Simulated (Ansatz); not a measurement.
Q: Name a neutral molecule of C, F, N, Ti and H with LUMO energy (B3LYP/def2-TZVPP) between -1.35 and -1.05 eV and HOMO energy (PBE/def2-TZVPP) between -4.75 and -4.45 eV (Ansatz, PBE0-D4/def2-TZVP geometry).

A: `C[N](C)[Ti]1234([F])([N](C)C)[C@H]5[C@@H]1[C@@H]2[C@@H]3[C@H]54` (-1.27 eV, -4.75 eV). Other molecules can fit too; these were computed, each in one conformer that needn't be the lowest.

B3LYP here is the variant with VWN-RPA as its local correlation; programs differ in this.
